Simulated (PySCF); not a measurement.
AgCl, SMILES [Ag][Cl], multiplicity 1. Geometry optimised at PBE-D3(BJ)/def2-TZVPD. The spin state was assumed, not searched. The def2 effective core potentials stand for the cores of Ag; spin–orbit coupling is left out.

Method: PBE-D3(BJ)/def2-TZVPD (PySCF 2.14.0).

Harmonic wavenumbers (cm⁻¹): 325. Rotational constants (GHz): 3.625 (linear); symmetry number 1.

Task: Work out the zero-point energy and the ideal-gas rigid-rotor harmonic-oscillator thermochemistry at 298.15 K and 1 atm.

Result: ZPE = ½ Σ hcν = ½ × 325 cm⁻¹ = 0.46 kcal/mol. H − E(el) = 2.78 kcal/mol. Entropy in cal/(mol K): translation 40.79, rotation 16.79, vibration 1.29, total 58.86. G − E(el) = -14.77 kcal/mol. Cp = 8.58 cal/(mol K).
